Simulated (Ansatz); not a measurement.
Reaction (ligand exchange at the Sn–C bond): `N#[C][SnH2][Cl]` + H₂S → `[SH][SnH2][Cl]` + `C#N`

Program: Ansatz. Geometries: PBE0-D4/def2-TZVP. ΔE: electronic, gas phase. CCSD(T)/CBS adds triple-zeta CCSD(T) − MP2 to the extrapolated MP2 energy (def2 sets, frozen cores). This one scheme is used for every species. DFT in def2-TZVPP. B3LYP here is the variant with VWN-RPA as its local correlation; programs differ in this. HSE06 is defined as in plane-wave codes. Elements past krypton have def2 core potentials. For Sn outer-core shells are correlated without core-valence functions, which leaves a few kJ/mol of doubt a bond. One conformer a species, not always the lowest.

```
             level  ΔE (kcal/mol)  difference from CCSD(T)/CBS
       LDA (SPW92)          -12.1                         -1.4
            PBE-D4          -12.0                         -1.3
         revPBE-D4          -11.7                         -1.0
           BLYP-D4          -11.5                         -0.8
         r2SCAN-D4          -11.7                         -1.0
            B97M-V          -11.1                         -0.4
          B3LYP-D4          -11.3                         -0.6
        r2SCANh-D4          -11.7                         -1.0
        r2SCAN0-D4          -11.6                         -0.9
          HSE06-D4          -11.7                         -1.0
          BHLYP-D4          -11.1                         -0.4
      CAM-B3LYP-D4          -10.1                          0.6
           ωB97X-V           -9.9                          0.8
           ωB97M-V          -10.2                          0.5
            B2PLYP          -10.3                          0.4
          PBE-QIDH          -10.6                          0.1
               PBE          -11.7                         -1.0
            revPBE          -11.3                         -0.6
              BLYP          -11.0                         -0.3
            r2SCAN          -11.7                         -1.0
              PBE0          -11.4                         -0.7
             B3LYP          -10.8                         -0.1
             BHLYP          -10.4                          0.3
         CAM-B3LYP           -9.8                          0.9
           LC-ωPBE           -9.7                          1.0
RPA@PBE/def2-TZVPP           -7.3                          3.4
       HF/def2-SVP          -10.0                          0.7
      MP2/def2-SVP           -9.6                          1.1
  CCSD(T)/def2-SVP           -9.1                          1.6
     HF/def2-TZVPP           -9.3                          1.4
    MP2/def2-TZVPP           -9.6                          1.1
SCS-MP2/def2-TZVPP           -8.8                          1.9
   CCSD/def2-TZVPP           -8.6                          2.1
CCSD(T)/def2-TZVPP           -8.7                          2.0
     HF/def2-QZVPP           -9.4                          1.3
    MP2/def2-QZVPP          -10.8                         -0.1
SCS-MP2/def2-QZVPP           -9.9                          0.8
      HF/CBS(def2)           -9.4                          1.3
     MP2/CBS(def2)          -11.6                         -0.9
    CCSD/CBS(def2)          -10.6                          0.1
       CCSD(T)/CBS          -10.7                            0
```

Largest T1 diagnostic among the species: 0.014.

At CCSD(T), def2-SVP lies +1.6 kcal/mol from the extrapolated value and def2-TZVPP +2.0 kcal/mol. Leaving LDA and LC-ωPBE aside and taking each functional with its dispersion term where it has one, the values spread over 2.1 kcal/mol, from PBE-D4 to ωB97X-V.
